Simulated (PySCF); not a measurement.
Electron correlation in F (fluorine, neutral)

Starting occupation: [He] 2s1 2p6, 2s1/2 with m_j = +1/2. Calculation: PySCF 2.14, in x2c-TZVPall-2c; X2C-1e with screened-nucleus spin-orbit coupling, Gaussian nucleus. Frozen: 1s2; 7 electrons correlated.

MP2 pair energies summed by pair of shells (mhartree):

| pair | energy | share (%) |
| --- | --- | --- |
| 2p-2p | -235.26 | 87.6 |
| 2p-2s | -33.45 | 12.4 |

Total MP2 correlation energy: -268.70 mhartree.

The GHF reference relaxed away from the jj start to a determinant that is no pure jj level (⟨S²⟩ = 0.77, ⟨J²⟩ = 0.77); the energies belong to that determinant.
